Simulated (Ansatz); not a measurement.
SiO₃H₂. Total charge 0; singlet. Geometry PBE-D4/def2-TZVP; atoms count from 1.

```xyz
6

Si   -0.0198    0.4624    0.2204
O    -0.8251   -0.7023   -0.6129
O     1.4925   -0.1080    0.4405
O    -0.5589    1.8112    0.6928
H    -1.7500   -0.4727   -0.8093
H     1.6612   -0.9907    0.0685
```

The structure comes from a short search, and lower isomers may exist.

Q: Estimate the Mulliken populations from the PBE0/def2-TZVP orbitals of Ansatz.

A: 
| atom | charge (e) |
| --- | --- |
| Si1 | 0.79 |
| O2 | -0.50 |
| O3 | -0.47 |
| O4 | -0.52 |
| H5 | 0.36 |
| H6 | 0.35 |
Mulliken values and Mayer orders depend strongly on the basis.

Q: And the Mayer bond orders between bonded heavy atoms (over 0.3)?

A: Si1–O2 1.23 (1.64 Å); Si1–O3 1.27 (1.63 Å); Si1–O4 2.15 (1.53 Å).
